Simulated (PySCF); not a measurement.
Si⁺ (silicon, charge +1) across methods

[Ne] 3s2 3d1, 2D determinant (an excited configuration). Calculation: PySCF 2.14, in dyall-av3z (19s12p3d2f, 84 functions); the non-relativistic Hamiltonian (point nucleus).

| method | E (hartree) | mean ε 3s α (eV) | mean ε 3s β (eV) | mean ε 3d α (eV) | Σ⟨r²⟩ (bohr²) | ⟨S²⟩ |
| --- | --- | --- | --- | --- | --- | --- |
| MN15 | -288.7486 | -22.958 | -22.475 | -5.972 | 30.40 | 0.751 |
| r2SCAN | -288.7263 | -21.390 | -21.187 | -5.594 | 29.84 | 0.751 |
| LDA | -287.6097 | -21.558 | -21.133 | -5.422 | 30.22 | 0.750 |
| M06-2X | -288.7508 | -23.649 | -23.599 | -6.298 | 30.91 | 0.750 |
| UHF | -288.24313 | -25.379 | -25.033 | -6.768 | 33.45 | 0.751 |
| PBE0 | -288.6404 | -22.521 | -22.147 | -6.028 | 30.31 | 0.751 |
| PBE | -288.6261 | -21.326 | -20.915 | -5.599 | 29.77 | 0.751 |
| M06 | -288.7655 | -22.614 | -22.149 | -5.867 | 30.60 | 0.751 |

Estimate the same row for PW91.

E (hartree) = -288.7547; mean ε 3s α (eV) = -21.384; mean ε 3s β (eV) = -20.968; mean ε 3d α (eV) = -5.612; Σ⟨r²⟩ (bohr²) = 29.66; ⟨S²⟩ = 0.751.

The outer electron is Rydberg-like, and this basis confines it to a smaller radius and binds it less than a complete one would.
